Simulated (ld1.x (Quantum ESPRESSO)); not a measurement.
# Plane-wave convergence, PAW potential for Co

cobalt, PAW, made with ld1.x (Quantum ESPRESSO) 7.5 (PBE, scalar-relativistic). Core [Ne], reference 3s2 3p6 3d7 4s2 4p0. Waves: 3s (bound): rcut 1.15, rcutus 1.50 bohr; 4s (bound): rcut 1.15, rcutus 1.50 bohr; 3p (bound): rcut 1.40, rcutus 1.55 bohr; 4p (bound, empty): rcut 1.40, rcutus 1.55 bohr; 3d (bound): rcut 1.35, rcutus 1.45 bohr; 3d channel at 1.7 Ry: rcut 1.35, rcutus 1.45 bohr; 4f channel at 0.35 Ry: rcut 1.40, rcutus 1.70 bohr; 4f channel at 2.7 Ry: rcut 1.40, rcutus 1.70 bohr. Local part: all-electron potential smoothed inside 1.30 bohr (lloc = -2). Core correction: Bessel-smoothed model core inside 1.35 bohr. Augmentation charge: PSQ, radius 1.25 bohr.

The pseudo-atom Hamiltonian at the reference potential is diagonalised in spherical Bessel functions j_l(qr) that vanish at 20 bohr, with q² up to the cutoff. All-electron valence levels (Ry): 3s -7.5266, 4s -0.4020, 3p -4.8242, 4p -0.0938, 3d -0.6030.

Question: How do the lowest levels (Ry) of each channel move with the cutoff, and are there ghosts?

Answer:

```csv
cutoff (Ry),s #1,s #2,p #1,p #2,p #3,d #1,d #2,f #1,f #2,Σ f·Δε (mRy)
8,-7.1166,-0.2662,-3.7998,-0.0348,0.0653,0.0575,0.1286,0.1121,0.2371,11861.5
18,-7.5082,-0.3310,-4.7350,-0.0575,0.0571,-0.3116,0.0632,0.1121,0.2371,2754.3
30,-7.5259,-0.3741,-4.8200,-0.0670,0.0545,-0.5507,0.0622,0.1121,0.2371,448.4
50,-7.5265,-0.4016,-4.8237,-0.0904,0.0490,-0.6021,0.0619,0.1121,0.2371,10.2
70,-7.5266,-0.4019,-4.8241,-0.0933,0.0484,-0.6026,0.0619,0.1121,0.2371,3.8
110,-7.5266,-0.4020,-4.8242,-0.0938,0.0483,-0.6029,0.0619,0.1121,0.2371,0.5
400,-7.5266,-0.4020,-4.8242,-0.0938,0.0483,-0.6030,0.0619,0.1121,0.2371,0.0
```

Result: no extra level below or beside the all-electron valence levels (s, p, d, f tested); 10 mRy is reached at 55 Ry and 1 mRy at 90 Ry.

Test run stopped at test 6 of 7 (negative rho), 2 before it not solved.
